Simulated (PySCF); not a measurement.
Run record: geometry optimisation, cyclopentanecarbaldehyde, `O=CC1CCCC1`.

Method: PBE0-D3(BJ)/def2-SVP geometry optimisation, gas phase (PySCF 2.14.0). Start geometry: GFN2-xTB. A driver script takes a list of jobs; this job's settings line and coordinates (Å) are shown.

Input:
```
{"job": {"xc": "PBE0", "basis": "def2-SVP", "d3": "d3bj", "grid": 2, "kind": "geom"}, "charge": 0, "multiplicity": 1}
O      2.511059    -1.246110     0.552386
C      2.112197    -0.156723     0.254035
C      0.842826     0.153455    -0.490418
C     -0.069603    -1.072244    -0.664767
C     -1.261837    -0.813306     0.255751
C     -1.424234     0.702414     0.199175
C      0.014396     1.209200     0.278310
H      2.684603     0.754291     0.526885
H      1.151718     0.553210    -1.461472
H      0.464728    -1.984643    -0.402473
H     -0.403092    -1.153479    -1.699325
H     -1.021600    -1.120273     1.274611
H     -2.156826    -1.344395    -0.063275
H     -2.044919     1.092782     1.004090
H     -1.870645     0.990308    -0.753919
H      0.334898     1.240257     1.321679
H      0.129332     2.207285    -0.141182
```

Question: What does the run print?

Answer: 
```
step   0  E = -309.30061763  max force = 0.008451
step   1  E = -309.30186054  max force = 0.001876
step   2  E = -309.30188302  max force = 0.000253
step   3  E = -309.30188525  max force = 0.000302
optimisation converged
```

Energies in Eh; «max force» is the largest Cartesian gradient component in Eh/bohr.

Question: Give the first gradient maximum in eV/Å.

Answer: With 1 Eh/bohr = 51.422 eV/Å, 0.435 eV/Å.

Summary of the converged run: final energy -309.30189 Eh after 3 steps; dipole 2.63 D.

Question: Where do the atoms end?

Answer: 0.026 Å rms from the input after alignment:
```
atom  x, y, z in Å
O1     2.5044   -1.2276    0.6696
C2     2.1286   -0.1354    0.3395
C3     0.8598    0.1691   -0.4165
C4    -0.0534   -1.0538   -0.6089
C5    -1.2476   -0.8033    0.3128
C6    -1.4189    0.7119    0.2642
C7     0.0165    1.2335    0.3390
H8     2.7326    0.7750    0.5999
H9     1.1908    0.5803   -1.3871
H10    0.4873   -1.9831   -0.3795
H11   -0.3892   -1.1129   -1.6556
H12   -1.0017   -1.1167    1.3419
H13   -2.1499   -1.3569    0.0125
H14   -2.0610    1.1128    1.0632
H15   -1.8751    1.0025   -0.6977
H16    0.3340    1.2863    1.3951
H17    0.1344    2.2450   -0.0755
```

Question: Estimate the wall time. Hardware: an Arm Neoverse V2 with one thread (shared host). And the peak memory of the process?

Answer: About 34 s, with 0.73 GiB resident at the peak, the Python interpreter and its libraries included.
Labels such as C1 count atoms from 1, the log's own numbers from 0.
